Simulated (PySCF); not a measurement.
NMR data simulated for an unnamed compound:

¹H NMR (400 MHz, computed): δ 3.46 (s, 3H), 3.09 (m, 1H), 2.53 (m, 1H), 2.27 (d, 1H), 2.26 (m, 1H), 2.05 (m, 1H), 1.62 (m, 1H).

¹³C{¹H} NMR (computed): δ 114.4 (C), 86.1 (C), 80.4 (CH), 50.0 (CH3), 37.5 (CH), 35.9 (CH2), 21.4 (CH2).

Computational details: shielding tensors at PBE0/pcSseg-1 (GIAO), structure optimised with PBE0-D3(BJ)/def2-SVP, in PySCF 2.14 (single conformer, relativity neglected, no solvent model, one averaged value for each set of equivalent atoms).

δ = σ(ref) − σ, references computed at the same level: ¹H (31.27 ppm) and ¹³C (184.41 ppm) against TMS.

Problem. Which of these does the molecule contain: a CH3CH2 unit, a C≡C triple bond, a methoxy group, a CF3 group, an OH group?

Solution. 
- A CH3CH2 unit: no.
- A C≡C triple bond: yes (δC 80.4, 86.1; δH 2.27 (d)).
- A methoxy group: yes (δC 50.0; δH 3.46 (s)).
- A CF3 group: no.
- An OH group: no.

The data belong to SMILES C#C[C@@H]1CC[C@]1(F)OC, C₇H₉FO; they needn't prove each group on their own.

Carbon signals by region: 1 in the sp2 and nitrile region (100–160 ppm), 2 at 50–100 ppm, 4 below 50 ppm.

Splittings by ¹⁹F in the carbon and heteronuclear signals aren't shown, as no couplings were computed. Shifts are as computed. Against solution values, carbons near 30 ppm lie about +2 ppm off and those near 130 ppm about +5 ppm. Of 1211 compounds with measured shifts, 218 miss one by over three times the rms of a fit or turn the order of signals round; such compounds aren't used in these exercises. Multiplicities follow the n + 1 count of equivalent neighbours, as no J values were calculated; m marks all less simple cases, F and P coupling included.
